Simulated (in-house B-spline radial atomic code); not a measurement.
A calculation on Nd³⁺ (an excited or competing configuration): its settings, and results tabulated from the run. All numbers are computed (Dirac-Hartree-Fock, average of the jj configuration; Fermi nucleus of rms radius 4.9123 fm) with an all-electron radial atomic-structure program (B-spline basis), not measured.

In the input, a minus or plus after the letter marks the j = l - 1/2 or j = l + 1/2 subshell.

Command:
```bash
python run_scf.py task.json out
```
Settings (nuclear radius in fm, mass in u):
```
Z                60
configuration    1s2 2s2 2p6 3s2 3p6 3d10 4s2 4p6 4d10 4f-1 4f+2 5s2 5p-2 5p+3 9p-1
hamiltonian      dirac
method           hf
spin_polarised   False
nucleus          fermi
rms_radius       4.9123
atomic_mass      141.90773
speed_of_light   137.035999084
```

Output (hartree, bohr):
```
 radial grid: 81 intervals, B-splines of order 8, outer radius 60 bohr

 iter        energy (Eh)    residual
    1       -9605.058085    6.19e-01
    2       -9616.185519    5.40e-01
    3       -9621.775999    1.27e-01
    4       -9622.159769    4.44e-02
    5       -9622.186221    1.50e-02
    6       -9622.191951    4.88e-03
    7       -9622.192296    9.62e-04
    8       -9622.192309    1.84e-04
    9       -9622.192310    6.35e-06
   10       -9622.192310    1.37e-07

 total energy                     -9622.19231
 kinetic                           10375.8433
 electron-nucleus                 -23426.9256
 electron-electron                  3428.8899

 first-order corrections (not in the total)
   Gaunt                             9.2789
   retardation                      -0.9703
   frequency dependence             -0.1126
   self-energy                       6.4162
   Uehling                          -0.9750
   Wichmann-Kroll                    0.0276
   recoil                            0.0244

 orbital      occ     eigenvalue          <r>       <r^2>       <1/r>     <1/r^2>     <1/r^3>       r_max    small
 1s1/2      2.000     -1612.0162     0.023625 0.000759705     66.0444     9770.89           -      0.0151  4.95e-02
 2s1/2      2.000      -266.1708     0.100378   0.0119534     15.6529     1203.75           -     0.08556  1.08e-02
 2p1/2      2.000      -251.2428     0.084313  0.00877155     15.5926     382.378           -     0.06516  1.08e-02
 2p3/2      4.000      -232.0705    0.0906845   0.0100166     14.0245     268.004     7930.18     0.07057  1.02e-02
 3s1/2      2.000       -60.7814     0.264877   0.0803027     5.68902     255.067           -      0.2433  3.38e-03
 3p1/2      2.000       -54.3837     0.254978   0.0755702     5.59157      81.451           -      0.2306  3.31e-03
 3p3/2      4.000       -50.4726     0.267177   0.0827809     5.20141     57.9112        1643      0.2421  3.13e-03
 3d3/2      4.000       -39.4729     0.238856   0.0672049     5.05741     32.0384      270.24      0.1941  2.99e-03
 3d5/2      6.000       -38.6467     0.242733   0.0692727     4.95801     30.5307     244.234      0.1974  2.93e-03
 4s1/2      2.000       -14.1401     0.606059    0.413966     2.34235      58.567           -      0.5646  1.03e-03
 4p1/2      2.000       -11.6361     0.622874    0.440637      2.2365     18.2736           -      0.5727  9.61e-04
 4p3/2      4.000       -10.7830     0.649898    0.479708     2.11188     13.1625     348.563      0.5968  9.02e-04
 4d3/2      4.000        -6.5891     0.698248     0.56428     1.89111     6.48745     47.9312      0.6136  7.49e-04
 4d5/2      6.000        -6.4608     0.707728    0.579412        1.86     6.18869     42.9273      0.6219  7.33e-04
 4f5/2      1.000        -1.9315     0.916973       1.048     1.38439     2.47568     5.83517      0.6512  4.32e-04
 4f7/2      2.000        -1.9220     0.921032     1.05639     1.37678     2.44486     5.70731      0.6555  4.28e-04
 5s1/2      2.000        -3.2320      1.43497     2.30092    0.917822     10.3151           -       1.306  2.25e-04
 5p1/2      2.000        -2.4597      1.57213     2.77288    0.829854     3.00721           -       1.412  1.89e-04
 5p3/2      3.000        -2.3334      1.63579     3.00047     0.79263     2.22385     52.8033       1.472  1.78e-04
 9p1/2      1.000        -0.2034       14.588     237.044   0.0934912   0.0675717           -       15.96  7.48e-06
```

Cost of the run: 1.2 s on 1 thread of x86-64 server CPU, with other jobs on the host.

For the Dirac Hamiltonian the kinetic term is c α·p + (β - 1)c².
